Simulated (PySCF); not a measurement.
**Worked example: dipole moment from atomic charges**

In(F)(Br)(Me) (CH₃BrFIn), SMILES [CH3][In]([F])[Br]. Atoms are numbered in the order given.

```xyz
7

In    -0.0432     0.6702     0.0000
F     -1.9369     1.2111     0.0000
Br     0.1428    -1.8210     0.0000
C      1.5339     2.1400     0.0000
H      2.5052     1.6299     0.0000
H      1.4222     2.7614    -0.8990
H      1.4222     2.7614     0.8990
```
Charge 0, spin multiplicity 1.

The structure is a stationary point at B3LYP-D3(BJ)/def2-SVP. The structure was generated by enumeration; whether it is a known compound was not checked. The def2 effective core potentials stand for the cores of In; spin–orbit coupling is left out.

Charges (e) from PBE/def2-TZVP (PySCF):

```json
[
 {"atom": "In1", "ESP fit": "0.815", "Mulliken": "0.859"},
 {"atom": "F2", "ESP fit": "-0.425", "Mulliken": "-0.438"},
 {"atom": "Br3", "ESP fit": "-0.285", "Mulliken": "-0.342"},
 {"atom": "C4", "ESP fit": "-0.671", "Mulliken": "-0.562"},
 {"atom": "H5", "ESP fit": "0.151", "Mulliken": "0.165"},
 {"atom": "H6", "ESP fit": "0.207", "Mulliken": "0.159"},
 {"atom": "H7", "ESP fit": "0.207", "Mulliken": "0.159"}
]
```

The dipole moment of the full density is 3.89 D.

What dipole moment does each set of point charges give, and which comes closer to that of the density?


μ = Σ q r, and 1 e Å = 4.8032 D.
ESP fit: Σ q r = (0.685, 0.504, 0.000) e Å, |μ| = 4.08 D.
Mulliken: Σ q r = (0.766, 0.612, 0.000) e Å, |μ| = 4.71 D.
ESP fit comes closer in size. Point charges leave out the atoms' own dipoles (lone pairs, polarised bonds); fits to the potential absorb them, partitions of the density don't.
